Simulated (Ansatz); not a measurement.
Ansatz (a first-principles code) input (RI-MP2/def2-QZVPP):
A basis named .json is the Basis Set Exchange file of that set.

Ansatz 0.2 input:
```yaml
crystal:
  periodic: [false, false, false]
  atoms:
    - {symbol: Mg, position_ang: [1.21334304, 0.34241078, 0.22505461]}
    - {symbol: I, position_ang: [-0.36320996, 1.75361716, -1.53487368]}
    - {symbol: I, position_ang: [0.08849078, -1.83114413, 1.48391792]}
basis:
  gaussian:
    orbitals: def2-QZVPP.json
    fitting: {mean_field: def2-universal-jkfit, correlation: def2-QZVPP-RIFIT.json}
total_charge: -1
magnetization: {spin_polarized: true, initial_magnetization: 1}
correlation: {method: mp2, electrons: outside_noble_gas}
```

End of the output:

```
integrals: 0.28 GiB planned
548 factors; integrals over basis functions are off by at most 1.6e0 eV
706 factors; integrals over basis functions are off by at most 9.5e-1 eV
mean field: 0.92 GiB planned
mean field evaluation 1: about -21581.5725 eV, gradient 8.5e0 eV
mean field evaluation 2: about -21582.2990 eV, gradient 6.3e0 eV
mean field evaluation 4: about -21582.5624 eV, gradient 8.1e-1 eV
mean field evaluation 8: about -21582.5885 eV, gradient 2.9e-6 eV
mean field -21582.58854068 eV, -793.1454996660 hartree, gradient 2.9e-6 eV, S^2 0.752174; 0 other end points of the search recorded, 0 dependent functions left out
23 core orbitals not correlated
reference -21582.58854068 eV, -793.1454996660 hartree; 9, 8 occupied and 195, 196 virtual orbitals, 706 factors
second order -9.40647683 eV of doubles, -0.00000000 eV of singles
Total energy: -21591.99501751 eV, -793.4911813137 hartree
```
